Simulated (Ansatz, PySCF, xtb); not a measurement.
Ligand exchange on a metal centre used in film growth or etching (Y Cl-F). Isolated molecules, 0 K electronic values unless said otherwise.

Quantity: redistribution energy (mixed species minus the weighted end members), in kJ/mol.

Level 1: frozen-core CCSD(T)/def2-TZVPP // r2SCAN-D4/def2-SVP (Ansatz, a first-principles code)
Level 2: PBE-D3(BJ)/def2-TZVP // r2SCAN-D4/def2-SVP (PySCF)
Level 3: B3LYP/6-31G* (LANL2DZ on Y) // r2SCAN-D4/def2-SVP (PySCF)
Level 4: GFN2-xTB (xtb)

| species | level 2 | level 3 | level 4 |
|---|---|---|---|
| 1 of 3 Cl replaced by F: [Y(Cl)2(F)] | -2.85 | -8.68 | -18.25 |
| 2 of 3 Cl replaced by F: [Y(Cl)(F)2] | -3.17 | -9.54 | -22.22 |

Task: What does level 1 give for each?

Result: 
- 1 of 3 Cl replaced by F: [Y(Cl)2(F)]: -2.81
- 2 of 3 Cl replaced by F: [Y(Cl)(F)2]: -3.12
